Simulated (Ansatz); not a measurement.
One change: `[F][Sn]([Cl])([Cl])[Br]` becomes `[Cl][SnH]([Cl])[Br]`.

Ansatz, PBE0-D4/def2-TZVP geometries, multiplicity 1. 

Elements past krypton have def2 core potentials. Scalar relativity is left out up to krypton.

| property | `[F][Sn]([Cl])([Cl])[Br]` |
| --- | --- |
| size of the dipole moment (ωB97M-V/def2-TZVPP) / D | 1.38 |
| HOMO–LUMO gap (PBE0/def2-TZVPP) / eV | 6.18 |
| zero-point energy (PBE0-D4/def2-TZVP) / kJ/mol | 13.9 |
| HOMO energy (ωB97M-V/def2-TZVPP) / eV | -11.68 |
| HOMO energy (PBE0/def2-TZVPP) / eV | -9.46 |
| HOMO–LUMO gap (B3LYP/def2-TZVPP) / eV | 5.59 |

**Question.** What does the change do to each property? (Estimate.)

**Answer.** Ansatz gave: 
```csv
property,`[Cl][SnH]([Cl])[Br]`,shift
size of the dipole moment (ωB97M-V/def2-TZVPP) / D,1.92,0.54
HOMO–LUMO gap (PBE0/def2-TZVPP) / eV,6.59,0.41
zero-point energy (PBE0-D4/def2-TZVP) / kJ/mol,26.6,12.7
HOMO energy (ωB97M-V/def2-TZVPP) / eV,-11.19,0.49
HOMO energy (PBE0/def2-TZVPP) / eV,-8.98,0.48
HOMO–LUMO gap (B3LYP/def2-TZVPP) / eV,6.00,0.41
```

With PBE0 the HOMO rises by 0.48 eV and the LUMO rises by 0.89 eV, so the gap widens by about 0.41 eV. PBE moves the HOMO by 0.45 eV and ωB97M-V by 0.49 eV. Dipoles are sizes alone; their direction can turn.

B3LYP here is the variant with VWN-RPA as its local correlation; programs differ in this.

Spin–orbit coupling is left out; it splits and shifts lone-pair levels of the heavy atoms by tenths of an eV.
